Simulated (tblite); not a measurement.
C₄H₁₂GeSSi.
Numbering: `[SiH3:1][S:2][GeH:3]1[CH2:4][CH2:5][CH2:6][CH2:7]1` (hydrogens: H8, H9, H10 on Si1; H11 on Ge3; H12, H13 on C4; H14, H15 on C5; H16, H17 on C6; H18, H19 on C7)

Geometry (GFN2-xTB, Å), atoms numbered from 1 in this order:
```xyz
19
C4H12GeSSi angstrom
Si     3.4935    0.6913    0.3173
S      2.1138   -0.5602    1.3846
Ge     0.4948   -0.7195   -0.1398
C     -1.1544   -1.5904    0.5651
C     -2.1026   -0.4069    0.7514
C     -1.9352    0.5643   -0.4180
C     -0.4728    0.9914   -0.5009
H      4.5459    0.8940    1.2970
H      2.8264    1.9356   -0.0580
H      3.9423   -0.0239   -0.8733
H      1.0846   -1.3681   -1.3993
H     -1.0058   -2.1340    1.4958
H     -1.5536   -2.2887   -0.1707
H     -3.1386   -0.7430    0.8252
H     -1.8495    0.1151    1.6773
H     -2.5905    1.4291   -0.2944
H     -2.2180    0.0549   -1.3425
H     -0.2505    1.7174    0.2830
H     -0.2394    1.4509   -1.4592
```

Computed values, GFN2-xTB/tblite, gas phase, harmonic and unscaled. Against measured fundamentals such values can be off by several per cent, at times by over 20. Modes of hydrogen on germanium and silicon can be 10 to 20 % off. One conformer, not necessarily the lowest.

Harmonic wavenumbers (cm⁻¹): 30.2, 56.8, 81.1, 86.5, 131.1, 178.6, 270.5, 317.4, 374.8, 460.4, 502.3, 527.5, 535.0, 566.4, 578.3, 591.2, 626.2, 732.3, 740.5, 762.2, 771.1, 787.3, 891.0, 911.5, 946.2, 1012.8, 1036.4, 1097.6, 1103.5, 1173.2, 1204.0, 1247.9, 1253.0, 1324.2, 1335.7, 1448.8, 1456.3, 1487.8, 1495.8, 1759.9, 2271.6, 2286.7, 2363.0, 2953.4, 2957.8, 2963.8, 2970.4, 2974.5, 2979.2, 2995.3, 3001.3.

A = 2745, B = 748.7, C = 676.5 MHz; mass 193.964 u (most abundant isotopes); point group C1, symmetry number 1.

Task: What is the zero-point energy?

Result: Half the sum of the wavenumbers: 31305 cm⁻¹ = 374.49 kJ/mol.

Task: Give the ideal-gas entropy at 273.15 K and 1 bar in the rigid-rotor, harmonic-oscillator model (classical rotation).

Result: Translation 172.73, rotation 123.70, vibration 129.93: S = 426.4 J/(mol K).

Task: And Cp and H(273.15 K) − H(0)?

Result: Cp = 161.62 J/(mol K), of which vibrations give 128.36 (their classical limit is 51 R = 424.0); H(273.15 K) − H(0) = 26.92 kJ/mol without the zero-point energy, 17.84 from vibrations.

Task: Which modes carry the vibrational entropy at 273.15 K?

Result: 30.2 cm⁻¹: 23.61; 56.8 cm⁻¹: 18.38; 81.1 cm⁻¹: 15.45; 86.5 cm⁻¹: 14.92; 131.1 cm⁻¹: 11.56; 178.6 cm⁻¹: 9.12 J/(mol K); the other 45 give 36.90 together.

Task: How do the functions run with temperature in this model?

Result: 
| T (K) | S (J/(mol K)) | Cp (J/(mol K)) | H − H(0) (kJ/mol) | G − H(0) (kJ/mol) | ln q(vib) |
| --- | --- | --- | --- | --- | --- |
| 50 | 261.6 | 62.7 | 2.34 | -10.74 | 0.98 |
| 100 | 311.5 | 82.7 | 5.99 | -25.16 | 2.62 |
| 298.15 | 441.0 | 173.2 | 31.11 | -100.38 | 8.49 |
| 373.15 | 483.4 | 205.3 | 45.33 | -135.06 | 10.63 |
| 500 | 550.1 | 250.3 | 74.35 | -200.68 | 14.20 |
| 750 | 664.1 | 311.9 | 145.21 | -352.90 | 20.90 |
| 1000 | 759.7 | 352.0 | 228.52 | -531.21 | 27.05 |

q(vib) and H(0) count from the zero-point level.

Task: Blend soft modes into free rotors: weight 1/[1 + (100 cm⁻¹/ν̃)⁴] for the oscillator and the rest for a rotor with moment μB/(μ + B), μ = h/(8π²ν), B = 10⁻⁴⁴ kg m². What vibrational entropy results?

Result: 114.87 J/(mol K) in place of 129.93, which changes −T·S at 273.15 K by +4.11 kJ/mol.

Hindered rotation and anharmonicity are outside this model. Other conformers, if any are populated, would add a mixing term that is left out. The structure is chiral; the term R ln 2 for an equal mix with its mirror image is left out.
